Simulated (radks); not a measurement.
The numbers below are computed, except where a source is named.
Effect of the nuclear size on the gold ion Au3+, [Xe] 4f14 5d8. Level of theory: Dirac Kohn-Sham, relativistic LDA (MacDonald-Vosko exchange, VWN5 correlation), spin-unpolarised, spherical densities, finite nucleus; open shells are shared between the two j in proportion to 2j + 1; Fermi nuclear charge, rms radius 5.4371 fm (a radial shooting solver on a logarithmic mesh with Libxc functionals). The rms radius is varied about that value; shifts are against it.

| rms radius (fm) | total energy shift (eV) | density at nucleus (e/bohr^3) | 1s1/2 shift (meV) | 2s1/2 shift (meV) | 5s1/2 shift (meV) | 5p1/2 shift (meV) | 5d5/2 shift (meV) | 6s1/2 (empty) shift (meV) | 6p1/2 (empty) shift (meV) |
|---|---|---|---|---|---|---|---|---|---|
| 4.5237 | -29.7 | 2.271e+06 | -11900 | -1750 | -20.3 | -0.367 | 0.277 | -3.17 | -0.138 |
| 5.1435 | -9.92 | 2.158e+06 | -3950 | -584 | -6.79 | -0.123 | 0.092 | -1.06 | -0.046 |
| 5.4371 | 0 | 2.11e+06 | 0.000 | 0.000 | 0.000 | 0.000 | 0.000 | 0.000 | 0.000 |
| 5.9047 | 16.5 | 2.042e+06 | 6570 | 970 | 11.3 | 0.205 | -0.154 | 1.76 | 0.077 |
| 6.3505 | 32.9 | 1.983e+06 | 13100 | 1940 | 22.5 | 0.411 | -0.307 | 3.51 | 0.153 |

Slopes of the eigenvalues against <r^2> in GHz/fm^2, as finite differences over the two radii next to the reference (eigenvalue slopes, not the field-shift constants of lines): 1s1/2 303000, 2s1/2 44700, 5s1/2 519, 5p1/2 9.43, 5d5/2 -7.07, 6s1/2 (empty) 81.0, 6p1/2 (empty) 3.53.
